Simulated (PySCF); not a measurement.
# Stationary points of MoO₂F₂

Method: PBE in PySCF with Mo def2-SVP with ECP28, O def2-SVP, F def2-SVP; scalar-relativistic core potentials, no spin–orbit coupling; density-fitted integrals.

Relaxations began from a few typed shapes. The search is not exhaustive: other isomers or separated fragments can lie lower, and high-lying points may rest on an excited occupation.

| spin | group | bonds | angles | imaginary modes (cm⁻¹) | ΔE (kJ/mol) | ΔE with ZPE (kJ/mol) |
| --- | --- | --- | --- | --- | --- | --- |
| singlet | C2v | Mo–F 1.852 Å (×2), Mo–O 1.687 Å (×2) | F–Mo–F 112.3°, F–Mo–O 109.5° (×4), O–Mo–O 106.4° | none | 0.0 | 0.0 |
| singlet | C2v | Mo–F 1.934 Å (×2), Mo–O 1.698 Å (×2) | F–Mo–F 79.3°, F–Mo–O 90.2° (×2), F–Mo–O 169.5° (×2), O–Mo–O 100.2° | 276i, 162i | 350.1 | – |

The lowest minimum found is the singlet C2v: Mo–F 1.852 Å (×2), Mo–O 1.687 Å (×2); F–Mo–F 112.3°, F–Mo–O 109.5° (×4), O–Mo–O 106.4°.

Formally Mo is in oxidation state +6, d0. The polar-tensor charge on Mo, 2.25, is far below the formal one.
